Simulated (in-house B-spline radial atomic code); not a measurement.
Checks on a self-consistent run for Os II (Os+), [Xe] (4f5/2)5 (4f7/2)8 (5d3/2)3 (5d5/2)3 6s1 (10g7/2)1. Level of theory: Dirac-Hartree-Fock, average of the jj configuration, Fermi nucleus of rms radius 5.4126 fm; calculated with a radial B-spline atomic code at the basis-set limit.

| orbital | q | ε (Eh) | <1/r> | <r²> | small-component weight |
| --- | --- | --- | --- | --- | --- |
| 1s1/2 | 2 | -2733.54200 | 90.4053 | 0.00043347 | 0.082585 |
| 2s1/2 | 2 | -482.22018 | 22.1014 | 0.00657899 | 0.01882 |
| 2p1/2 | 2 | -460.72542 | 22.0197 | 0.00469709 | 0.018849 |
| 2p3/2 | 4 | -404.35011 | 18.3029 | 0.00588823 | 0.016924 |
| 3s1/2 | 2 | -115.56579 | 8.12848 | 0.0427282 | 0.0062535 |
| 3p1/2 | 2 | -105.98688 | 8.02915 | 0.0392177 | 0.0061819 |
| 3p3/2 | 4 | -93.53369 | 7.0695 | 0.0456741 | 0.0056358 |
| 3d3/2 | 4 | -77.70178 | 6.94701 | 0.0353501 | 0.005494 |
| 3d5/2 | 6 | -75.06435 | 6.72069 | 0.0371588 | 0.0053384 |
| 4s1/2 | 2 | -26.58088 | 3.41053 | 0.209572 | 0.002062 |
| 4p1/2 | 2 | -22.49630 | 3.29884 | 0.215538 | 0.00197 |
| 4p3/2 | 4 | -19.55209 | 2.98354 | 0.247499 | 0.0017813 |
| 4d3/2 | 4 | -12.81834 | 2.77013 | 0.266293 | 0.0015797 |
| 4d5/2 | 6 | -12.33711 | 2.69396 | 0.278155 | 0.0015269 |
| 4f5/2 | 5 | -3.81918 | 2.30028 | 0.348566 | 0.0011573 |
| 4f7/2 | 8 | -3.73134 | 2.27354 | 0.355433 | 0.0011378 |
| 5s1/2 | 2 | -4.89972 | 1.34195 | 1.132 | 0.00047633 |
| 5p1/2 | 2 | -3.54621 | 1.2221 | 1.3438 | 0.0004051 |
| 5p3/2 | 4 | -3.01294 | 1.11529 | 1.5611 | 0.0003538 |
| 5d3/2 | 3 | -1.21740 | 0.836634 | 2.78576 | 0.00020677 |
| 5d5/2 | 3 | -1.16450 | 0.80903 | 2.96052 | 0.00019438 |
| 6s1/2 | 1 | -0.90119 | 0.483768 | 7.70437 | 7.4553e-05 |
| 10g7/2 | 1 | -0.02001 | 0.0200294 | 5507.43 | 5.3409e-07 |

Electron-electron repulsion V_ee = 6331.8061 hartree.

(1) What total energy follows from the eigenvalues?

(2) Does the Dirac virial theorem hold?

(3) What diamagnetic shielding (Lamb formula) and susceptibility (Langevin formula) do the radii give?

Answers

(1) The eigenvalues count the repulsion twice, so E = Σqε - V_ee = -10936.425 - 6331.806 = -17268.231 hartree; the run printed -17268.231.

(2) For a point nucleus E = -2c²Σq·w, with w the small-component weight. Here Σq·w = 0.45964 and c = 137.0360, so the ratio E/(-2c²Σq·w) is 1.000301; the finite nucleus accounts for the departure from 1.

(3) σ = (α²/3)Σq<1/r> = 568.287/(3·137.036²) = 10087 ppm, and χ = -0.79199×10⁻⁶·Σq<r²> = -4398×10⁻⁶ cm³/mol with Σq<r²> = 5553.5 bohr². Both are non-relativistic formulas without the paramagnetism of open shells; for so heavy an element the full relativistic shielding is larger by tens of per cent.
